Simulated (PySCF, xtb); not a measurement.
4-fluoro-1,3-thiazole (C3H2FNS), SMILES s1cnc(c1)F.

Harmonic wavenumbers (cm⁻¹) from GFN2-xTB (xtb) at its own minimum, in rising order: 263, 378, 451, 538, 627, 673, 733, 770, 807, 876, 984, 1082, 1154, 1357, 1472, 1544, 3175, 3191.

Q: What does r2SCAN-D4/def2-SVP (PySCF) give at its own minimum? (An estimate is asked for; the answer gives what the named calculation found.)

A: 275, 431, 507, 571, 677, 688, 709, 799, 842, 889, 990, 1147, 1259, 1414, 1491, 1586, 3231, 3280. Paired by order, the mean absolute difference is 42 cm⁻¹ and the zero-point energies are 28.7 and 29.7 kcal/mol.
